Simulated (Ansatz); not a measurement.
A run for Ansatz (a first-principles code): R-wB97M-V/def2-TZVPP on H3NSSn (SMILES [NH2][Sn][SH]), a point of a torsion scan. Elements past Kr take the def2 small-core potentials; no spin–orbit coupling.

Ansatz 0.2 input:
```yaml
crystal:
  periodic: [false, false, false]
  atoms:
    - {symbol: N, position_ang: [-1.25371156, 0.15625353, 0.22999805]}
    - {symbol: Sn, position_ang: [-1.03983496, -1.36754154, 1.57389240]}
    - {symbol: S, position_ang: [0.32703279, -0.04845853, 3.12152241]}
    - {symbol: H, position_ang: [-0.58762712, 0.89832281, 0.06552883]}
    - {symbol: H, position_ang: [-1.81741834, 0.07693158, -0.60631286]}
    - {symbol: H, position_ang: [0.50624583, -0.99130164, 4.03833627]}
basis:
  gaussian:
    orbitals: def2-TZVPP
hamiltonian:
  xc: {name: wB97M-V}
scf: {lower_state_search: off}
```

It printed:

```
WARN ansatz: RAYON_NUM_THREADS=1 ignored (pool sized by the plan → 1); use --threads N
Functional definition: wB97M-V
these checks for a lower state are left out or cut short: stability, starts, cluster_reference, orbital_swaps, neighbouring_geometries, increment
integrals: 0.11 GiB planned
1055 factors; their error is unknown
integrals: 0.14 GiB planned
221 factors; integrals over basis functions are off by at most 2.5e-5 eV
mean field: 0.88 GiB planned
mean field evaluation 1: about -18199.2342 eV, gradient 5.6e1 eV
mean field evaluation 2: about -18193.4130 eV, gradient 7.5e1 eV
mean field evaluation 4: about -18205.6565 eV, gradient 2.7e0 eV
mean field evaluation 8: about -18205.6761 eV, gradient 6.8e-2 eV
mean field evaluation 16: about -18205.7271 eV, gradient 1.2e-4 eV
mean field -18205.72711444 eV, -669.0481311707 hartree, gradient 8.2e-7 eV, S^2 0.000000; 0 other end points of the search recorded, 0 dependent functions left out
reference -18205.72716069 eV, -669.0481328701 hartree; 24, 24 occupied and 141, 141 virtual orbitals, 1055 factors
Total energy: -18205.72716069 eV, -669.0481328701 hartree
Checks for a lower state left out: stability, starts, cluster_reference, orbital_swaps, neighbouring_geometries, increment
```

Self-consistency was reached.

Cost: around 10 core-seconds (rough).
